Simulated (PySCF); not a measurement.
## Relaxation of quartet [CrH4]-

Computed with UPBE0/[Cr def2-TZVPD, H def2-TZVPD], no relativity, density fitting, PySCF. A (50,194) grid was used.

A hand-made square planar start, of D4h symmetry, held to at least that symmetry:

```xyz
5
charge -1 multiplicity 4, angstrom
Cr    0.0000    0.0000    0.0000
H     1.5400    0.0000    0.0000
H     0.0000    1.5400    0.0000
H    -1.5400    0.0000    0.0000
H     0.0000   -1.5400    0.0000
```

Question: What does it relax to?

Answer: It ends at D4h with Cr–H 1.713 Å (×4); H–Cr–H 90.0° (×4), H–Cr–H 180.0° (×2). A frequency run shows a minimum. Other isomers or separated fragments may lie lower.

Question: How much energy is released, and in how many steps?

Answer: 71.8 kJ/mol in 5 steps.

Open d and f shells are described by one determinant, and the ground state may have another occupation or spin.
